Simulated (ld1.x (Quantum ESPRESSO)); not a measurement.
Varying the RRKJ potential for carbon

Base potential:

ld1.x (Quantum ESPRESSO) 7.5 input, shortened:

```
&input
   title='C', zed=6., rel=1, dft='PBE', iswitch=3,
   config='[He] 2s2 2p2 3d-2'
 /
 &inputp
   pseudotype=2, tm=.false., lloc=0,
   nlcc=.true., new_core_ps=.true., rcore=0.65
 /
3
2P  2  1   2.00   0.00  1.60  1.60  0.0
3D  3  2  -2.00  -0.20  1.55  1.55  0.0
2S  1  0   2.00   0.00  1.00  1.00  0.0
 &test
   configts(1)='2s2 2p2'
 /
```

All-electron outer shells of the reference configuration (PBE, scalar-relativistic, ld1.x):

```
shell  level (eV)  outermost node (bohr)  outermost maximum (bohr)
   1s     -273.38                      –                      0.17
   2s      -13.75                   0.38                      1.22
   2p       -5.29                      –                      1.20
```

Cutoffs, loose and tight: the cutoffs (Ry, on a coarse ladder) from which the occupation-weighted sum of valence levels, in a spherical-Bessel basis at the reference potential, stays within 10 and 1 mRy of its value at 400 Ry. They do not see the model core or the augmentation charge, which bear on the density cutoff. Test errors are all-electron minus pseudo excitation energies from the reference, over the configurations 2s2 2p1; 2s2 2p0; 2s1 2p0; 2s0 2p4; 2s2 2p1.5; 2s1 2p3; 2s2 2p2.3. A dash means not determined; rows that change the core or the reference have their own tests.

```csv
change,outcome,"cutoff, loose","cutoff, tight",bound ghosts,largest test error (meV)
base,generated,40 Ry,90 Ry,none,+331
core correction none,generated,40 Ry,90 Ry,none,+419
core correction Bessel-smoothed model core inside 0.44 bohr,generated,40 Ry,90 Ry,none,+293
core correction Bessel-smoothed model core inside 0.56 bohr,generated,40 Ry,90 Ry,none,+302
core correction Bessel-smoothed model core inside 0.66 bohr,generated,40 Ry,90 Ry,none,+340
core correction Bessel-smoothed model core inside 0.82 bohr,generated,40 Ry,90 Ry,none,+410
core correction Bessel-smoothed model core inside 0.94 bohr,generated,40 Ry,90 Ry,none,+362
core correction Bessel-smoothed model core inside 1.04 bohr,generated,40 Ry,90 Ry,none,+334
core correction Bessel-smoothed model core inside 1.18 bohr,generated,40 Ry,90 Ry,none,+374
```
